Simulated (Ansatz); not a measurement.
C2H11GeNSi, SMILES `C[SiH2][N](C)[GeH3]`. Charge 0, multiplicity 1. The geometry is a stationary point of PBE0-D4/def2-TZVP. It is one conformer, not always the lowest.

```xyz
16

C     1.860   -0.038   -1.423
Si    1.238   -0.236    0.330
N    -0.442    0.083    0.525
C    -0.915    1.450    0.373
Ge   -1.746   -1.209    0.617
H     1.676    0.975   -1.792
H     2.937   -0.220   -1.471
H     1.365   -0.740   -2.098
H     1.477   -1.632    0.787
H     1.999    0.715    1.194
H    -1.730    1.670    1.072
H    -1.279    1.668   -0.640
H    -0.111    2.161    0.592
H    -1.067   -2.559    0.880
H    -2.551   -1.262   -0.701
H    -2.711   -0.828    1.756
```

Task: What is the dipole moment at B3LYP/def2-TZVPP? (Estimate.)

Result: The calculation gave: 0.87 D, with components (-0.40, 0.47, -0.61) D in this frame, pointing from negative to positive charge.

Task: And with PBE, r2SCAN, ωB97M-V? (Best estimate.)

Result: Ansatz gave: PBE 0.90 D, r2SCAN 0.92 D, ωB97M-V 0.90 D.

Task: Give the Mulliken charges with B3LYP, r2SCAN, PBE in def2-TZVPP. (Estimate.)

Result: The calculation gave: 
| atom | B3LYP | r2SCAN | PBE |
| --- | --- | --- | --- |
| C1 | -0.37 | -0.28 | -0.36 |
| Si2 | 0.37 | 0.38 | 0.28 |
| N3 | -0.32 | -0.36 | -0.25 |
| C4 | -0.22 | -0.08 | -0.21 |
| Ge5 | 0.18 | 0.20 | 0.15 |
| H6 | 0.10 | 0.07 | 0.10 |
| H7 | 0.10 | 0.07 | 0.10 |
| H8 | 0.10 | 0.07 | 0.10 |
| H9 | -0.09 | -0.08 | -0.07 |
| H10 | -0.10 | -0.10 | -0.08 |
| H11 | 0.10 | 0.06 | 0.09 |
| H12 | 0.10 | 0.07 | 0.10 |
| H13 | 0.09 | 0.05 | 0.09 |
| H14 | 0.00 | 0.00 | 0.00 |
| H15 | -0.03 | -0.03 | -0.03 |
| H16 | -0.02 | -0.03 | -0.02 |

B3LYP here is the variant with VWN-RPA as its local correlation; programs differ in this.
